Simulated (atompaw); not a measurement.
What the settings do to the PAW (atompaw) potential of sulfur (S)

Base potential:

sulfur (S), PAW, made with atompaw 4.2.0.5 (PBE, non-relativistic). Core [Ne], reference 3s1 3p5. Waves: 3s (bound): rc 1.50 bohr; 3s channel at -0.15 Ry: rc 1.50 bohr; 3p (bound): rc 1.25 bohr; 3p channel at 2.05 Ry: rc 1.25 bohr; 3d channel at 0.3 Ry: rc 1.40 bohr; 3d channel at 1.95 Ry: rc 1.50 bohr. Local part: troulliermartins scheme with l = 3 at 0 Ry, radius 1.05 bohr. Core correction: smooth core density matched at 0.80 bohr. Augmentation charge: sinc compensation charge, radius 1.10 bohr; PAW radius 1.50 bohr; waves and projectors: custom rrkj gramschmidtortho.

All-electron outer shells of the reference configuration (PBE, non-relativistic, ld1.x):

```json
{"shell": "2p", "level (eV)": "-157.89", "outermost node (bohr)": "–", "outermost maximum (bohr)": "0.33"}
{"shell": "3s", "level (eV)": "-17.81", "outermost node (bohr)": "0.60", "outermost maximum (bohr)": "1.40"}
{"shell": "3p", "level (eV)": "-7.56", "outermost node (bohr)": "0.58", "outermost maximum (bohr)": "1.59"}
```

Cutoffs, loose and tight: the cutoffs (Ry, on a coarse ladder) from which the occupation-weighted sum of valence levels, in a spherical-Bessel basis at the reference potential, stays within 10 and 1 mRy of its value at 400 Ry. They see the waves, projectors and local potential, not the compensation charge or the core. A dash means not determined.

| change | outcome | cutoff, loose | cutoff, tight | bound ghosts |
| --- | --- | --- | --- | --- |
| base | generated | 25 Ry | 35 Ry | none |
| all radii scaled by about 0.73 (s 1.10, p 0.92, d 1.02 bohr); local potential troulliermartins scheme with l = 3 at 0 Ry, radius 0.76 bohr; augmentation sinc compensation charge, radius 0.80 bohr; PAW radius 1.10 bohr; waves and projectors: custom rrkj gramschmidtortho; core correction smooth core density matched at 0.58 bohr | failed: atompaw: The overlap operator has at least one negative eigenvalue! | – | – | – |
| all radii scaled by about 0.80 (s 1.20, p 1.00, d 1.12 bohr); local potential troulliermartins scheme with l = 3 at 0 Ry, radius 0.84 bohr; augmentation sinc compensation charge, radius 0.88 bohr; PAW radius 1.20 bohr; waves and projectors: custom rrkj gramschmidtortho; core correction smooth core density matched at 0.64 bohr | failed: atompaw: The overlap operator has at least one negative eigenvalue! | – | – | – |
| all radii scaled by about 0.87 (s 1.30, p 1.08, d 1.22 bohr); local potential troulliermartins scheme with l = 3 at 0 Ry, radius 0.90 bohr; augmentation sinc compensation charge, radius 0.96 bohr; PAW radius 1.30 bohr; waves and projectors: custom rrkj gramschmidtortho; core correction smooth core density matched at 0.70 bohr | failed: atompaw: The overlap operator has at least one negative eigenvalue! | – | – | – |
| all radii scaled by about 0.91 (s 1.36, p 1.14, d 1.28 bohr); local potential troulliermartins scheme with l = 3 at 0 Ry, radius 0.96 bohr; augmentation sinc compensation charge, radius 1.00 bohr; PAW radius 1.36 bohr; waves and projectors: custom rrkj gramschmidtortho; core correction smooth core density matched at 0.72 bohr | failed: atompaw: The overlap operator has at least one negative eigenvalue! | – | – | – |
| all radii scaled by about 1.07 (s 1.60, p 1.34, d 1.50 bohr); local potential troulliermartins scheme with l = 3 at 0 Ry, radius 1.12 bohr; augmentation sinc compensation charge, radius 1.18 bohr; PAW radius 1.60 bohr; waves and projectors: custom rrkj gramschmidtortho; core correction smooth core density matched at 0.86 bohr | generated | 12 Ry | 30 Ry | none |
| all radii scaled by about 1.11 (s 1.66, p 1.38, d 1.56 bohr); local potential troulliermartins scheme with l = 3 at 0 Ry, radius 1.16 bohr; augmentation sinc compensation charge, radius 1.22 bohr; PAW radius 1.66 bohr; waves and projectors: custom rrkj gramschmidtortho; core correction smooth core density matched at 0.88 bohr | generated | 15 Ry | 30 Ry | none |
| all radii scaled by about 1.16 (s 1.74, p 1.46, d 1.62 bohr); local potential troulliermartins scheme with l = 3 at 0 Ry, radius 1.22 bohr; augmentation sinc compensation charge, radius 1.28 bohr; PAW radius 1.74 bohr; waves and projectors: custom rrkj gramschmidtortho; core correction smooth core density matched at 0.92 bohr | generated | 15 Ry | 35 Ry | none |
| all radii scaled by about 1.21 (s 1.82, p 1.52, d 1.70 bohr); local potential troulliermartins scheme with l = 3 at 0 Ry, radius 1.28 bohr; augmentation sinc compensation charge, radius 1.34 bohr; PAW radius 1.82 bohr; waves and projectors: custom rrkj gramschmidtortho; core correction smooth core density matched at 0.98 bohr | generated | 18 Ry | 30 Ry | none |
| all radii scaled by about 1.28 (s 1.92, p 1.60, d 1.80 bohr); local potential troulliermartins scheme with l = 3 at 0 Ry, radius 1.34 bohr; augmentation sinc compensation charge, radius 1.40 bohr; PAW radius 1.92 bohr; waves and projectors: custom rrkj gramschmidtortho; core correction smooth core density matched at 1.02 bohr | generated | 18 Ry | 30 Ry | none |

Reading the sweep of the scale of all radii (base = 1) (base included, trends over the rows without a ghost): The loose cutoff is not monotonic: lowest 12 Ry at 1.07, highest 25 Ry at 1. The generation fails at 0.73, 0.8, 0.87, 0.91.
